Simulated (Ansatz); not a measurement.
ClH$_{7}$OSi$_{3}$, SMILES `O[Si]([SiH3])([SiH3])Cl`, 12 atoms. Charge 0, multiplicity 1. Hardware: A = 2 threads of a server CPU on a shared host; B = 2 threads of an AMD EPYC 7R13 on a shared host and a share of an NVIDIA H100 80 GB. Correlated methods freeze the cores. Open-shell runs search over several starts.

Problem. How many basis functions does each run have, and how long does it take in Ansatz? UKS PBE-D4/def2-TZVPP energy of the cation [A]; RKS PBE0-D4/def2-QZVPP energy [B]; UKS ωB97M-V/def2-TZVPP energy of the cation [A]; RKS LC-ωPBE/def2-TZVPP energy [A]; UHF-MP2/def2-QZVPP energy of the cation [B]; RHF-CCSD(T)/cc-pV(T+d)Z energy [B]; RKS PBE0-D4/def2-SVP energy [A]; RKS ωB97M-V/def2-SVP energy [A]; direct RPA on PBE orbitals/def2-TZVPP energy [A]; UKS PBE0-D4/def2-TZVPP energy of the cation [A]; RHF-MP2/def2-QZVPP energy [B]; UKS r2SCAN-D4/def2-TZVPP energy of the cation [A]. (An estimate is asked.)

Solution. Ansatz gave: Other jobs shared the machine, so times are rough.

```json
{"level": "RKS PBE0-D4/def2-SVP", "job": "energy [A]", "functions": "121", "wall time": "5.5 s", "peak host memory (GiB)": "0.54"}
{"level": "RKS LC-ωPBE/def2-TZVPP", "job": "energy [A]", "functions": "297", "wall time": "10 s", "peak host memory (GiB)": "0.75"}
{"level": "RKS PBE0-D4/def2-QZVPP", "job": "energy [B]", "functions": "547", "wall time": "10 s", "peak host memory (GiB)": "1.1"}
{"level": "RHF-CCSD(T)/cc-pV(T+d)Z", "job": "energy [B]", "functions": "284", "wall time": "12 s", "peak host memory (GiB)": "1.2"}
{"level": "RHF-MP2/def2-QZVPP", "job": "energy [B]", "functions": "547", "wall time": "12 s", "peak host memory (GiB)": "1.1"}
{"level": "UHF-MP2/def2-QZVPP", "job": "energy of the cation [B]", "functions": "547", "wall time": "14 s", "peak host memory (GiB)": "1.2"}
{"level": "UKS PBE-D4/def2-TZVPP", "job": "energy of the cation [A]", "functions": "297", "wall time": "20 s", "peak host memory (GiB)": "0.72"}
{"level": "RKS ωB97M-V/def2-SVP", "job": "energy [A]", "functions": "121", "wall time": "21 s", "peak host memory (GiB)": "0.54"}
{"level": "direct RPA on PBE orbitals/def2-TZVPP", "job": "energy [A]", "functions": "297", "wall time": "25 s", "peak host memory (GiB)": "0.79"}
{"level": "UKS PBE0-D4/def2-TZVPP", "job": "energy of the cation [A]", "functions": "297", "wall time": "36 s", "peak host memory (GiB)": "1.4"}
{"level": "UKS r2SCAN-D4/def2-TZVPP", "job": "energy of the cation [A]", "functions": "297", "wall time": "61 s", "peak host memory (GiB)": "0.75"}
{"level": "UKS ωB97M-V/def2-TZVPP", "job": "energy of the cation [A]", "functions": "297", "wall time": "84 s", "peak host memory (GiB)": "1.8"}
```

LC-ωPBE has ω = 0.4 bohr⁻¹.
